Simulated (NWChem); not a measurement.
System: NH₄ cation; SMILES [NH4+]

Output (shortened):

```
             Northwest Computational Chemistry Package (NWChem) 7.3.0
             --------------------------------------------------------

 TD  symmetry detected

                             Geometry "geometry" -> ""
                             -------------------------

 Output coordinates in angstroms (scale by  1.889725989 to convert to a.u.)

  No.       Tag          Charge          X              Y              Z
 ---- ---------------- ---------- -------------- -------------- --------------
    1 N                    7.0000     0.00000000     0.00000000     0.00000000
    2 H                    1.0000    -0.59096200    -0.59096200    -0.59096200
    3 H                    1.0000     0.59096200     0.59096200    -0.59096200
    4 H                    1.0000    -0.59096200     0.59096200     0.59096200
    5 H                    1.0000     0.59096200    -0.59096200     0.59096200

 Effective nuclear repulsion energy (a.u.)      16.3752187520

      Symmetry information
      --------------------

 Group name              Td
 Group number             42
 Group order              24
 No. of unique centers     2

                                Z-matrix (autoz)
                                --------

 Units are Angstrom for bonds and degrees for angles

      Type          Name      I     J     K     L     M      Value
      ----------- --------  ----- ----- ----- ----- ----- ----------
    1 Stretch                  1     2                       1.02358
    2 Stretch                  1     3                       1.02358
    3 Stretch                  1     4                       1.02358
    4 Stretch                  1     5                       1.02358
    5 Bend                     2     1     3               109.47122
    6 Bend                     2     1     4               109.47122
    7 Bend                     2     1     5               109.47122
    8 Bend                     3     1     4               109.47122
    9 Bend                     3     1     5               109.47122
   10 Bend                     4     1     5               109.47122

                           NWChem Geometry Optimization
                           ----------------------------

[...]

      ----------------------
      Optimization converged
      ----------------------

  Step       Energy      Delta E   Gmax     Grms     Xrms     Xmax
  ---- ---------------- -------- -------- -------- -------- --------
@    2     -56.36648326 -7.1D-08  0.00002  0.00001  0.00015  0.00017
                                     ok       ok       ok       ok

                                Z-matrix (autoz)
                                --------

 Units are Angstrom for bonds and degrees for angles

      Type          Name      I     J     K     L     M      Value     Gradient
      ----------- --------  ----- ----- ----- ----- ----- ---------- ----------
    1 Stretch                  1     2                       1.04170   -0.00002
    2 Stretch                  1     3                       1.04170   -0.00002
    3 Stretch                  1     4                       1.04170   -0.00002
    4 Stretch                  1     5                       1.04170   -0.00002
    5 Bend                     2     1     3               109.47122    0.00000
    6 Bend                     2     1     4               109.47122    0.00000
    7 Bend                     2     1     5               109.47122   -0.00000
    8 Bend                     3     1     4               109.47122   -0.00000
    9 Bend                     3     1     5               109.47122   -0.00000
   10 Bend                     4     1     5               109.47122    0.00000

                         Geometry "geometry" -> "geometry"
                         ---------------------------------

 Output coordinates in angstroms (scale by  1.889725989 to convert to a.u.)

[...]

 Rotational Constants
 --------------------
 A=   5.780464 cm-1  (  8.316612 K)
 B=   5.780464 cm-1  (  8.316612 K)
 C=   5.780464 cm-1  (  8.316612 K)

 Temperature                      =   298.15K
 frequency scaling parameter      =   1.0000

 Zero-Point correction to Energy  =   29.670 kcal/mol  (  0.047281 au)
 Thermal correction to Energy     =   31.466 kcal/mol  (  0.050145 au)
 Thermal correction to Enthalpy   =   32.058 kcal/mol  (  0.051088 au)

 Total Entropy                    =   44.519 cal/mol-K
   - Translational                =   34.597 cal/mol-K (mol. weight =  18.0344)
   - Rotational                   =    9.845 cal/mol-K (symmetry #  =       12)
   - Vibrational                  =    0.077 cal/mol-K

 Cv (constant volume heat capacity) =    6.418 cal/mol-K
   - Translational                  =    2.979 cal/mol-K
   - Rotational                     =    2.979 cal/mol-K
   - Vibrational                    =    0.459 cal/mol-K

[normal modes left out]

 ----------------------------------------------------------------------------
 Normal Eigenvalue ||           Projected Infra Red Intensities
  Mode   [cm**-1]  || [atomic units] [(debye/angs)**2] [(KM/mol)] [arbitrary]
 ------ ---------- || -------------- ----------------- ---------- -----------
    1       -0.000 ||    0.000860           0.020         0.838       0.089
    2        0.000 ||    0.000674           0.016         0.657       0.070
    3        0.000 ||    0.055382           1.278        53.989       5.740
    4        0.000 ||    0.054426           1.256        53.057       5.641
    5        0.000 ||    0.054823           1.265        53.444       5.683
    6        0.000 ||    0.000184           0.004         0.180       0.019
    7     1366.991 ||    0.176820           4.079       172.373      18.328
    8     1366.991 ||    0.176820           4.079       172.373      18.328
    9     1366.992 ||    0.176820           4.079       172.373      18.328
   10     1603.263 ||    0.000000           0.000         0.000       0.000
   11     1603.263 ||    0.000000           0.000         0.000       0.000
   12     3267.805 ||    0.000000           0.000         0.000       0.000
   13     3396.249 ||    0.250112           5.770       243.822      25.925
   14     3396.249 ||    0.250112           5.770       243.822      25.925
   15     3396.249 ||    0.250112           5.770       243.822      25.925
 ----------------------------------------------------------------------------
```

Level: LDA (Slater exchange, VWN5)/def2-SVP. 

**Question.** Which NWChem input produces such a log?

**Answer.** Several could match; the one computed here: the input that was run:
```
start job
memory heap 200 mb stack 900 mb global 1100 mb
charge 1
geometry units angstroms
  N      0.000000     0.000000     0.000000
  H     -0.590962    -0.590962    -0.590962
  H      0.590962     0.590962    -0.590962
  H     -0.590962     0.590962     0.590962
  H      0.590962    -0.590962     0.590962
end
basis spherical
  * library def2-svp
end
dft
  xc slater vwn_5
  iterations 150
end
driver
  maxiter 120
end
task dft optimize
task dft freq
```
